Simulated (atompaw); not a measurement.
**Logarithmic derivatives: I, PAW (atompaw)**

I, PAW, made with atompaw 4.2.0.5 (PBE, scalar-relativistic). Core [Kr] 4d10, reference 5s1.5 5p5.5. Waves: 5s (bound): rc 1.70 bohr; 5s channel at -0.25 Ry: rc 2.15 bohr; 5p (bound): rc 2.15 bohr; 5p channel at 3.75 Ry: rc 2.15 bohr; 5d channel at 0.05 Ry: rc 1.80 bohr; 5d channel at 2.45 Ry: rc 2.15 bohr. Local part: bessel scheme, radius 1.95 bohr. Core correction: smooth core density matched at 2.05 bohr. Augmentation charge: sinc compensation charge, radius 1.80 bohr; PAW radius 2.15 bohr; waves and projectors: custom polynom2 7 10 vanderbiltortho.

The phase is arctan(r·u′/u) with u = r·R(r), unwrapped; energies in Ry, scanned from -3 to 5 Ry. A pole is an energy at which the radial function vanishes at the test radius. The pseudo phase is shifted by a multiple of π to meet the all-electron one at the reference energy, and phase errors are pseudo minus all-electron; the curves can meet again beyond the range given. Levels narrower than the energy grid can be missing from the lists of poles.

```tsv
channel	radius (bohr)	reference energy (Ry)	poles, all-electron	poles, pseudo	unbroken range about the reference energy with phases within 0.05 rad	phase error 1 Ry above the reference energy (rad)
s	2.15	-1.31	0.90	0.90	the whole range	+0.000
p	2.15	-0.54	2.64	2.64	the whole range	-0.001
d	2.15	0.05	none	4.07	below 3.8	-0.005
```

Phases in the d channel:

```json
{"E (Ry)": "-3.00", "all-electron": "1.366", "pseudo": "1.326"}
{"E (Ry)": "-2.76", "all-electron": "1.345", "pseudo": "1.317"}
{"E (Ry)": "-2.52", "all-electron": "1.328", "pseudo": "1.307"}
{"E (Ry)": "-2.28", "all-electron": "1.311", "pseudo": "1.296"}
{"E (Ry)": "-2.04", "all-electron": "1.295", "pseudo": "1.283"}
{"E (Ry)": "-1.80", "all-electron": "1.277", "pseudo": "1.268"}
{"E (Ry)": "-1.56", "all-electron": "1.258", "pseudo": "1.251"}
{"E (Ry)": "-1.32", "all-electron": "1.237", "pseudo": "1.232"}
{"E (Ry)": "-1.08", "all-electron": "1.213", "pseudo": "1.209"}
{"E (Ry)": "-0.84", "all-electron": "1.185", "pseudo": "1.183"}
{"E (Ry)": "-0.60", "all-electron": "1.151", "pseudo": "1.150"}
{"E (Ry)": "-0.36", "all-electron": "1.111", "pseudo": "1.110"}
{"E (Ry)": "-0.12", "all-electron": "1.061", "pseudo": "1.061"}
{"E (Ry)": "0.12", "all-electron": "0.997", "pseudo": "0.997"}
{"E (Ry)": "0.36", "all-electron": "0.912", "pseudo": "0.912"}
{"E (Ry)": "0.60", "all-electron": "0.798", "pseudo": "0.796"}
{"E (Ry)": "0.84", "all-electron": "0.638", "pseudo": "0.635"}
{"E (Ry)": "1.08", "all-electron": "0.414", "pseudo": "0.409"}
{"E (Ry)": "1.32", "all-electron": "0.115", "pseudo": "0.107"}
{"E (Ry)": "1.56", "all-electron": "-0.231", "pseudo": "-0.238"}
{"E (Ry)": "1.80", "all-electron": "-0.553", "pseudo": "-0.557"}
{"E (Ry)": "2.04", "all-electron": "-0.803", "pseudo": "-0.805"}
{"E (Ry)": "2.28", "all-electron": "-0.983", "pseudo": "-0.983"}
{"E (Ry)": "2.52", "all-electron": "-1.111", "pseudo": "-1.111"}
{"E (Ry)": "2.76", "all-electron": "-1.205", "pseudo": "-1.206"}
{"E (Ry)": "3.00", "all-electron": "-1.276", "pseudo": "-1.280"}
{"E (Ry)": "3.24", "all-electron": "-1.331", "pseudo": "-1.340"}
{"E (Ry)": "3.48", "all-electron": "-1.374", "pseudo": "-1.393"}
{"E (Ry)": "3.72", "all-electron": "-1.410", "pseudo": "-1.446"}
{"E (Ry)": "3.96", "all-electron": "-1.441", "pseudo": "-1.517"}
{"E (Ry)": "4.20", "all-electron": "-1.466", "pseudo": "-1.708"}
{"E (Ry)": "4.44", "all-electron": "-1.489", "pseudo": "-4.067"}
{"E (Ry)": "4.68", "all-electron": "-1.509", "pseudo": "-4.461"}
{"E (Ry)": "4.92", "all-electron": "-1.527", "pseudo": "-4.537"}
```
